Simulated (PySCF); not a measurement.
## Correlation energy of Pb+ (lead, charge +1)

Starting occupation: [Xe] 4f14 5d10 6s2 6p1, 6p1/2 with m_j = +1/2. Computed with PySCF 2.14 in x2c-QZVPPall-2c, with X2C-1e with screened-nucleus spin-orbit coupling, Gaussian nucleus. Frozen: [Kr] 4d10 4f14; 21 electrons correlated; the 58 highest virtual spinors left out.

MP2 pair energies summed by pair of shells (mhartree):

| pair | energy | share (%) |
| --- | --- | --- |
| 5d3/2-5d5/2 | -136.46 | 21.6 |
| 5d5/2-5d5/2 | -97.84 | 15.5 |
| 5d5/2-6s1/2 | -59.16 | 9.4 |
| 5d5/2-5p3/2 | -43.91 | 6.9 |
| 5d3/2-5d3/2 | -42.10 | 6.7 |
| 5d3/2-6s1/2 | -37.82 | 6.0 |
| 5d3/2-5p3/2 | -30.74 | 4.9 |
| 5d5/2-5p1/2 | -20.59 | 3.3 |
| 5p3/2-5p3/2 | -16.43 | 2.6 |
| 6s1/2-6s1/2 | -15.56 | 2.5 |
| 5d5/2-6p1/2 | -15.43 | 2.4 |
| 5p1/2-5p3/2 | -15.30 | 2.4 |
| 5d3/2-5p1/2 | -14.33 | 2.3 |
| 5d5/2-5s1/2 | -13.57 | 2.1 |
| 6p1/2-6s1/2 | -12.25 | 1.9 |
| 5p3/2-5s1/2 | -11.53 | 1.8 |
| 5d3/2-6p1/2 | -9.77 | 1.5 |
| 5d3/2-5s1/2 | -9.23 | 1.5 |
| 5p3/2-6s1/2 | -8.80 | 1.4 |
| 5p1/2-5s1/2 | -5.87 | 0.9 |
| 5p1/2-5p1/2 | -4.32 | 0.7 |
| 5s1/2-5s1/2 | -3.25 | 0.5 |
| 5p1/2-6s1/2 | -3.19 | 0.5 |
| 5p3/2-6p1/2 | -2.52 | 0.4 |
| 5s1/2-6s1/2 | -1.33 | 0.2 |
| 5p1/2-6p1/2 | -0.81 | 0.1 |
| 5s1/2-6p1/2 | -0.35 | 0.1 |

Total MP2 correlation energy: -632.45 mhartree.

This basis was not built for core-valence correlation, so the inner-shell part is incomplete.
